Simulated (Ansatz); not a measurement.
A nudged elastic band was laid between two geometries of AlBClFH$_{2}$O (7 atoms, charge 0, multiplicity 1).

Theory: RKS PBE0/cc-pVDZ (Ansatz).

```json
{"movable images": "5", "climbing image": "yes", "spring": "5.0 eV/Å²", "optimiser": "quadratic models (default)", "start path": "IDPP", "force threshold": "0.05 eV/Å", "iteration limit": "60", "end points": "relaxed"}
```

Initial state:

```xyz
7
Properties=species:S:1:pos:R:3
O -0.644 1.166 -1.386
Al -0.413 -0.272 -0.469
F -1.190 -1.688 -0.987
B 0.811 -0.294 1.272
Cl 1.638 1.167 1.767
H -1.198 1.177 -2.173
H 0.995 -1.256 1.976
```

Final state:

```xyz
7
Properties=species:S:1:pos:R:3
O -1.293 1.267 -0.849
Al -0.412 -0.162 -0.465
F -0.744 -1.572 -1.346
B 1.051 -0.122 1.078
Cl 2.139 -1.481 1.277
H -1.951 1.285 -1.550
H 1.211 0.785 1.856
```

Problem. Which bonds break or form, and what moves?

Solution. No bond is made or broken. The dihedral F3–Al2–B4–Cl5 goes from 178 to 11°.

Problem. What energy profile does the band end with?

Solution. The forces met the threshold. The highest image is number 0 of 0 to 6, 0.000 eV above the first end and 0.003 eV above the last; the last end lies 0.003 eV below the first. The highest image is an end point: on this band no image between the ends rises above it.

```
image  path coordinate (Å)  energy (eV)  dihedral F3–Al2–B4–Cl5 (°)
    0                 0.00        0.000                         178
    1                 0.68        0.000                         151
    2                 1.38       -0.002                         122
    3                 2.07       -0.004                          94
    4                 2.76       -0.004                          66
    5                 3.46       -0.003                          38
    6                 4.15       -0.003                          11
```

The band took 5 iterations and roughly 120 core-seconds.

Time of the run: 120 s on 1 thread of Arm Neoverse V1 (shared host), peak memory 0.18 GiB.
